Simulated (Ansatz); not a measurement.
CH₂AlBrClF. The species carries charge 0 and has multiplicity 1. The bonds changed during the relaxation, so this is another structure than the one it started from. The geometry is a stationary point of PBE0-D4/def2-TZVP. It is one conformer, not always the lowest.

```xyz
7

F     0.302   -0.091    2.064
C     0.393    0.377    0.815
Br   -1.457    1.226    0.283
Al   -0.130   -0.679   -0.770
Cl    0.752   -0.054   -2.569
H     1.031    1.261    0.800
H    -0.892   -2.040   -0.624
```

Task: What is the dipole moment at ωB97M-V/def2-TZVPP? (Best estimate.)

Result: The calculation gave: 1.25 D, with components (0.40, 0.53, 1.06) D in this frame, pointing from negative to positive charge.

Task: And with PBE, r2SCAN, B3LYP? (Estimate.)

Result: Ansatz gave: PBE 1.36 D, r2SCAN 1.36 D, B3LYP 1.25 D.

Task: Give the Mulliken charges with ωB97M-V, B3LYP, r2SCAN in def2-TZVPP. (Best estimate.)

Result: Ansatz gave: 
```json
{"atom": "F1", "ωB97M-V": "-0.16", "B3LYP": "-0.17", "r2SCAN": "-0.16"}
{"atom": "C2", "ωB97M-V": "-0.02", "B3LYP": "0.03", "r2SCAN": "0.04"}
{"atom": "Br3", "ωB97M-V": "-0.09", "B3LYP": "-0.11", "r2SCAN": "-0.12"}
{"atom": "Al4", "ωB97M-V": "0.43", "B3LYP": "0.48", "r2SCAN": "0.53"}
{"atom": "Cl5", "ωB97M-V": "-0.23", "B3LYP": "-0.26", "r2SCAN": "-0.27"}
{"atom": "H6", "ωB97M-V": "0.18", "B3LYP": "0.16", "r2SCAN": "0.13"}
{"atom": "H7", "ωB97M-V": "-0.10", "B3LYP": "-0.13", "r2SCAN": "-0.15"}
```

B3LYP here is the variant with VWN-RPA as its local correlation; programs differ in this.
